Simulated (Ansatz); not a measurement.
Computed with B3LYP-D3(BJ)/def2-SVP run with Ansatz (a first-principles code). No frequencies were computed at this level.

Ansatz 0.2 input:
```yaml
crystal:
  periodic: [false, false, false]
  atoms:
    - { symbol: B, position_ang: [0.053104, -0.119327, -0.055141] }
    - { symbol: C, position_ang: [1.196976, 0.167403, -1.158161] }
    - { symbol: H, position_ang: [1.556264, -0.782694, -1.547781] }
    - { symbol: H, position_ang: [2.069703, 0.684822, -0.76083] }
    - { symbol: H, position_ang: [0.840646, 0.734108, -2.018457] }
    - { symbol: C, position_ang: [0.578999, -0.76762, 1.329381] }
    - { symbol: H, position_ang: [-0.106231, -0.585375, 2.155902] }
    - { symbol: H, position_ang: [1.567611, -0.426347, 1.63483] }
    - { symbol: H, position_ang: [0.651486, -1.84779, 1.222872] }
    - { symbol: C, position_ang: [-1.270161, -0.8482, -0.628677] }
    - { symbol: H, position_ang: [-1.084834, -1.917347, -0.708512] }
    - { symbol: H, position_ang: [-1.564559, -0.516989, -1.623897] }
    - { symbol: H, position_ang: [-2.129031, -0.734859, 0.03128] }
    - { symbol: C, position_ang: [-1.282454, 2.187998, -0.50457] }
    - { symbol: O, position_ang: [-0.544121, 1.479655, 0.470068] }
    - { symbol: C, position_ang: [0.452392, 2.296422, 1.050891] }
    - { symbol: H, position_ang: [-0.645866, 2.509087, -1.334657] }
    - { symbol: H, position_ang: [-2.056265, 1.523481, -0.87589] }
    - { symbol: H, position_ang: [-1.744317, 3.067369, -0.045307] }
    - { symbol: H, position_ang: [0.981775, 1.693901, 1.782343] }
    - { symbol: H, position_ang: [-0.018651, 3.149493, 1.549027] }
    - { symbol: H, position_ang: [1.15735, 2.663755, 0.299277] }
basis:
  gaussian: { orbitals: def2-svp }
hamiltonian:
  xc: b3lyp
  dispersion: d3bj
relax:
  max_steps: 150
```

Output:

```
Functional definition: B3LYP
1958 factors; integrals over basis functions are off by at most 3.1e-4 eV
mean field evaluation 1: about -8131.0353 eV, gradient 8.1e1 eV
mean field evaluation 2: about -8123.7143 eV, gradient 9.3e1 eV
mean field evaluation 4: about -8147.4461 eV, gradient 4.3e0 eV
mean field evaluation 8: about -8147.5252 eV, gradient 7.4e-2 eV
mean field -8147.52522286 eV, -299.4160293491 hartree, gradient 6.8e-5 eV, S^2 0.000000; 0 other end points of the search recorded, 0 dependent functions left out
reference -8147.52549746 eV, -299.4160394404 hartree; 29, 29 occupied and 144, 144 virtual orbitals, 1958 factors
relax step   1: F+E_penalty+E_count = -8148.38851320 eV  Δ(F+E_penalty+E_count) = +0.000e0 eV  max|allowed force component| = 8.852e-1 eV/Å  Δτ_max = 0.0000 Å  (25 SCF iters, accepted)
these checks for a lower state are left out or cut short: starts, cluster_reference, orbital_swaps, neighbouring_geometries, increment
1958 factors; integrals over basis functions are off by at most 3.3e-4 eV
mean field evaluation 16: about -8147.4762 eV, gradient 5.2e0 eV
mean field -8147.61193155 eV, -299.4192158347 hartree, gradient 1.3e-5 eV, S^2 0.000000; 0 other end points of the search recorded, 0 dependent functions left out
reference -8147.61220694 eV, -299.4192259551 hartree; 29, 29 occupied and 144, 144 virtual orbitals, 1958 factors
relax step   2: F+E_penalty+E_count = -8148.46946636 eV  Δ(F+E_penalty+E_count) = -8.095e-2 eV  max|allowed force component| = 2.128e-1 eV/Å  Δτ_max = 0.0740 Å  (28 SCF iters, accepted)
these checks for a lower state are left out or cut short: starts, cluster_reference, orbital_swaps, neighbouring_geometries, increment
1958 factors; integrals over basis functions are off by at most 3.4e-4 eV
mean field -8147.63766123 eV, -299.4201613831 hartree, gradient 1.6e-5 eV, S^2 0.000000; 0 other end points of the search recorded, 0 dependent functions left out
reference -8147.63793852 eV, -299.4201715733 hartree; 29, 29 occupied and 144, 144 virtual orbitals, 1958 factors
relax step   3: F+E_penalty+E_count = -8148.48533248 eV  Δ(F+E_penalty+E_count) = -1.587e-2 eV  max|allowed force component| = 2.597e-1 eV/Å  Δτ_max = 0.0664 Å  (29 SCF iters, accepted)
these checks for a lower state are left out or cut short: starts, cluster_reference, orbital_swaps, neighbouring_geometries, increment
1958 factors; integrals over basis functions are off by at most 3.4e-4 eV
mean field evaluation 32: about -8147.6413 eV, gradient 1.7e-1 eV
mean field -8147.64135474 eV, -299.4202971170 hartree, gradient 1.7e-5 eV, S^2 0.000000; 0 other end points of the search recorded, 0 dependent functions left out
reference -8147.64163170 eV, -299.4203072952 hartree; 29, 29 occupied and 144, 144 virtual orbitals, 1958 factors
relax step   4: F+E_penalty+E_count = -8148.48941302 eV  Δ(F+E_penalty+E_count) = -4.081e-3 eV  max|allowed force component| = 1.625e-1 eV/Å  Δτ_max = 0.0208 Å  (29 SCF iters, accepted)
these checks for a lower state are left out or cut short: starts, cluster_reference, orbital_swaps, neighbouring_geometries, increment
1958 factors; integrals over basis functions are off by at most 3.4e-4 eV
mean field -8147.65205945 eV, -299.4206905078 hartree, gradient 1.3e-5 eV, S^2 0.000000; 0 other end points of the search recorded, 0 dependent functions left out
reference -8147.65233622 eV, -299.4207006790 hartree; 29, 29 occupied and 144, 144 virtual orbitals, 1958 factors
relax step   5: F+E_penalty+E_count = -8148.49459529 eV  Δ(F+E_penalty+E_count) = -5.182e-3 eV  max|allowed force component| = 5.858e-2 eV/Å  Δτ_max = 0.0475 Å  (28 SCF iters, accepted)
these checks for a lower state are left out or cut short: starts, cluster_reference, orbital_swaps, neighbouring_geometries, increment
1958 factors; integrals over basis functions are off by at most 3.4e-4 eV
mean field -8147.62258890 eV, -299.4196074850 hartree, gradient 1.8e-5 eV, S^2 0.000000; 0 other end points of the search recorded, 0 dependent functions left out
reference -8147.62286502 eV, -299.4196176323 hartree; 29, 29 occupied and 144, 144 virtual orbitals, 1958 factors
relax step   6: F+E_penalty+E_count = -8148.46479775 eV  Δ(F+E_penalty+E_count) = +2.980e-2 eV  max|allowed force component| = 4.332e-1 eV/Å  Δτ_max = 0.0645 Å  (28 SCF iters, rejected (line search))
these checks for a lower state are left out or cut short: starts, cluster_reference, orbital_swaps, neighbouring_geometries, increment
1958 factors; integrals over basis functions are off by at most 3.4e-4 eV
mean field -8147.65499681 eV, -299.4207984538 hartree, gradient 1.6e-5 eV, S^2 0.000000; 0 other end points of the search recorded, 0 dependent functions left out
reference -8147.65527362 eV, -299.4208086265 hartree; 29, 29 occupied and 144, 144 virtual orbitals, 1958 factors
relax step   7: F+E_penalty+E_count = -8148.49579849 eV  Δ(F+E_penalty+E_count) = -1.203e-3 eV  max|allowed force component| = 1.040e-2 eV/Å  Δτ_max = 0.0182 Å  (29 SCF iters, accepted)
these checks for a lower state are left out or cut short: starts, cluster_reference, orbital_swaps, neighbouring_geometries, increment
1958 factors; integrals over basis functions are off by at most 3.4e-4 eV
mean field -8147.65617814 eV, -299.4208418670 hartree, gradient 8.9e-6 eV, S^2 0.000000; 0 other end points of the search recorded, 0 dependent functions left out
reference -8147.65645493 eV, -299.4208520388 hartree; 29, 29 occupied and 144, 144 virtual orbitals, 1958 factors
relax step   8: F+E_penalty+E_count = -8148.49595766 eV  Δ(F+E_penalty+E_count) = -1.592e-4 eV  max|allowed force component| = 1.108e-2 eV/Å  Δτ_max = 0.0153 Å  (23 SCF iters, accepted)
these checks for a lower state are left out or cut short: starts, cluster_reference, orbital_swaps, neighbouring_geometries, increment
1958 factors; integrals over basis functions are off by at most 3.4e-4 eV
mean field evaluation 64: about -8147.6166 eV, gradient 3.4e-1 eV
mean field -8147.65648340 eV, -299.4208530851 hartree, gradient 2.7e-5 eV, S^2 0.000000; 0 other end points of the search recorded, 0 dependent functions left out
reference -8147.65676018 eV, -299.4208632563 hartree; 29, 29 occupied and 144, 144 virtual orbitals, 1958 factors
relax step   9: F+E_penalty+E_count = -8148.49602118 eV  Δ(F+E_penalty+E_count) = -6.351e-5 eV  max|allowed force component| = 2.926e-3 eV/Å  Δτ_max = 0.0100 Å  (21 SCF iters, accepted)
these checks for a lower state are left out or cut short: starts, cluster_reference, orbital_swaps, neighbouring_geometries, increment
1958 factors; integrals over basis functions are off by at most 3.4e-4 eV
mean field -8147.65670428 eV, -299.4208612021 hartree, gradient 9.5e-6 eV, S^2 0.000000; 0 other end points of the search recorded, 0 dependent functions left out
reference -8147.65698104 eV, -299.4208713728 hartree; 29, 29 occupied and 144, 144 virtual orbitals, 1958 factors
relax step  10: F+E_penalty+E_count = -8148.49604870 eV  Δ(F+E_penalty+E_count) = -2.753e-5 eV  max|allowed force component| = 4.119e-3 eV/Å  Δτ_max = 0.0106 Å  (22 SCF iters, accepted)
these checks for a lower state are left out or cut short: starts, cluster_reference, orbital_swaps, neighbouring_geometries, increment
1958 factors; integrals over basis functions are off by at most 3.4e-4 eV
mean field -8147.65696866 eV, -299.4208709181 hartree, gradient 1.7e-5 eV, S^2 0.000000; 0 other end points of the search recorded, 0 dependent functions left out
reference -8147.65724539 eV, -299.4208810878 hartree; 29, 29 occupied and 144, 144 virtual orbitals, 1958 factors
relax step  11: F+E_penalty+E_count = -8148.49608360 eV  Δ(F+E_penalty+E_count) = -3.489e-5 eV  max|allowed force component| = 4.821e-3 eV/Å  Δτ_max = 0.0220 Å  (29 SCF iters, accepted)
these checks for a lower state are left out or cut short: starts, cluster_reference, orbital_swaps, neighbouring_geometries, increment
1958 factors; integrals over basis functions are off by at most 3.4e-4 eV
mean field -8147.65706596 eV, -299.4208744937 hartree, gradient 1.6e-5 eV, S^2 0.000000; 0 other end points of the search recorded, 0 dependent functions left out
reference -8147.65734268 eV, -299.4208846630 hartree; 29, 29 occupied and 144, 144 virtual orbitals, 1958 factors
relax step  12: F+E_penalty+E_count = -8148.49610889 eV  Δ(F+E_penalty+E_count) = -2.529e-5 eV  max|allowed force component| = 8.618e-3 eV/Å  Δτ_max = 0.0236 Å  (30 SCF iters, accepted)
1958 factors; integrals over basis functions are off by at most 3.4e-4 eV
mean field evaluation 96: about -8147.6145 eV, gradient 1.3e0 eV
mean field -8147.65706596 eV, -299.4208744937 hartree, gradient 1.6e-5 eV, S^2 0.000000; 1 other end points of the search recorded, 0 dependent functions left out
reference -8147.65734268 eV, -299.4208846630 hartree; 29, 29 occupied and 144, 144 virtual orbitals, 1958 factors
Total energy: -8148.49638561 eV, -299.4517189219 hartree
Atom 0 at     0.083759    -0.245239    -0.088023 Å, force     0.001960     0.004196     0.001791 eV/Å
Atom 1 at     1.187914     0.101335    -1.193349 Å, force    -0.001315    -0.001601    -0.002169 eV/Å
Atom 2 at     1.596555    -0.854161    -1.572116 Å, force     0.000788     0.001743     0.000084 eV/Å
Atom 3 at     2.051365     0.670075    -0.806537 Å, force    -0.000709     0.000299    -0.000370 eV/Å
Atom 4 at     0.790147     0.632835    -2.075513 Å, force     0.001295    -0.000310     0.000430 eV/Å
Atom 5 at     0.602187    -0.793763     1.323851 Å, force     0.001589    -0.002584     0.001222 eV/Å
Atom 6 at    -0.152033    -0.710411     2.125296 Å, force     0.000859    -0.000115     0.000226 eV/Å
Atom 7 at     1.545022    -0.346547     1.682693 Å, force    -0.001098    -0.000969    -0.000243 eV/Å
Atom 8 at     0.806971    -1.873470     1.202947 Å, force    -0.000746     0.000094     0.001168 eV/Å
Atom 9 at    -1.292829    -0.882191    -0.600671 Å, force    -0.001968     0.003133     0.002251 eV/Å
Atom 10 at    -1.119864    -1.964129    -0.748075 Å, force     0.000027     0.000603    -0.000405 eV/Å
Atom 11 at    -1.653474    -0.498830    -1.570495 Å, force    -0.001034     0.000264     0.000491 eV/Å
Atom 12 at    -2.111156    -0.799020     0.135409 Å, force     0.000362    -0.000112    -0.001254 eV/Å
Atom 13 at    -1.260023     2.265055    -0.543474 Å, force     0.003138    -0.001135     0.001849 eV/Å
Atom 14 at    -0.509834     1.541883     0.420586 Å, force     0.001823     0.000141    -0.005840 eV/Å
Atom 15 at     0.436401     2.353679     1.099443 Å, force     0.001780    -0.001525     0.001588 eV/Å
Atom 16 at    -0.607956     2.643831    -1.350059 Å, force    -0.003179    -0.002182     0.005615 eV/Å
Atom 17 at    -2.003496     1.582240    -0.966403 Å, force     0.003871     0.001886     0.000361 eV/Å
Atom 18 at    -1.771196     3.113676    -0.058205 Å, force     0.001644    -0.002167    -0.001693 eV/Å
Atom 19 at     0.927533     1.730430     1.853649 Å, force    -0.004336     0.007510    -0.008618 eV/Å
Atom 20 at    -0.079728     3.194425     1.593297 Å, force     0.003632    -0.003662    -0.002818 eV/Å
Atom 21 at     1.193550     2.749242     0.399739 Å, force    -0.008384    -0.003507     0.006334 eV/Å
Dipole moment:    -0.096272     0.690116     0.058774 e Å
```

Cost: about 2.7 core-minutes (a rough figure).
